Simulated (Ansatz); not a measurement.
C$_{2}$H$_{6}$Be, charge +1, doublet, geometry from GFN2-xTB (such geometries of metal compounds can be far from the true shape) (a state made from the parent by changing its charge; the spin is typed, not shown lowest); Ansatz (a program for electronic structure) with HF/def2-SV(P).

Ansatz was given this input:
Ansatz 0.2 input:
```yaml
crystal:
  periodic: [false, false, false]
  atoms:
    - {symbol: Be, position_ang: [0.00812463, 0.00589847, -0.01851476]}
    - {symbol: C, position_ang: [1.34497829, 0.16811655, -1.10203987]}
    - {symbol: H, position_ang: [2.01726522, -0.68433485, -0.98249935]}
    - {symbol: H, position_ang: [1.88396477, 1.09122848, -0.87703616]}
    - {symbol: H, position_ang: [0.98021078, 0.20130722, -2.13099014]}
    - {symbol: C, position_ang: [-1.34075965, -0.18920584, 1.04437132]}
    - {symbol: H, position_ang: [-1.85838819, -1.12238919, 0.81194380]}
    - {symbol: H, position_ang: [-2.02886923, 0.64945052, 0.91682337]}
    - {symbol: H, position_ang: [-0.98791959, -0.21694345, 2.07777343]}
basis:
  gaussian:
    orbitals: def2-SV_P_.json
hamiltonian:
  xc: hf
total_charge: 1
magnetization: {spin_polarized: true, initial_magnetization: 1}
output: {forces: true}
```
The basis file holds def2-SV(P) in the JSON format of the Basis Set Exchange.

Problem. What does Ansatz print? Leave out banner, timings and long lists.

Solution. 
```
Functional definition: HF
608 factors; integrals over basis functions are off by at most 4.6e-4 eV
mean field evaluation 1: about -2539.0136 eV, gradient 2.3e1 eV
mean field evaluation 2: about -2539.0342 eV, gradient 2.3e1 eV
mean field evaluation 4: about -2542.0358 eV, gradient 1.8e0 eV
mean field evaluation 8: about -2542.0848 eV, gradient 7.0e-2 eV
mean field evaluation 16: about -2542.0849 eV, gradient 6.5e-4 eV
mean field evaluation 32: about -2542.1186 eV, gradient 2.2e-1 eV
mean field evaluation 64: about -2542.1386 eV, gradient 3.7e-4 eV
mean field evaluation 96: about -2542.1368 eV, gradient 1.1e-1 eV
mean field evaluation 128: about -2542.0849 eV, gradient 1.1e-3 eV
mean field -2542.13889407 eV, -93.4218812335 hartree, gradient 2.9e-5 eV, S^2 0.767437; 3 other end points of the search recorded, 0 dependent functions left out
the calculation of the forces begins
reference -2542.13889407 eV, -93.4218812335 hartree; 11, 10 occupied and 38, 39 virtual orbitals, 608 factors
Total energy: -2542.13889407 eV, -93.4218812335 hartree
Atom 0 at     0.008125     0.005898    -0.018515 Å, force    -2.094555    -0.274806     1.677615 eV/Å
Atom 1 at     1.344978     0.168117    -1.102040 Å, force     3.882818     0.473822    -3.144157 eV/Å
Atom 2 at     2.017265    -0.684335    -0.982499 Å, force    -0.529097    -0.569941     0.785870 eV/Å
Atom 3 at     1.883965     1.091228    -0.877036 Å, force    -0.604407     0.391628     0.847758 eV/Å
Atom 4 at     0.980211     0.201307    -2.130990 Å, force    -1.087942    -0.091483     0.165989 eV/Å
Atom 5 at    -1.340760    -0.189206     1.044371 Å, force     0.502724     0.080533    -0.387756 eV/Å
Atom 6 at    -1.858388    -1.122389     0.811944 Å, force    -0.040660    -0.083105    -0.024715 eV/Å
Atom 7 at    -2.028869     0.649451     0.916823 Å, force    -0.056382     0.072625    -0.007874 eV/Å
Atom 8 at    -0.987920    -0.216943     2.077773 Å, force     0.027500     0.000727     0.087270 eV/Å
Dipole moment:     0.688014     0.101885    -0.539654 e Å
```
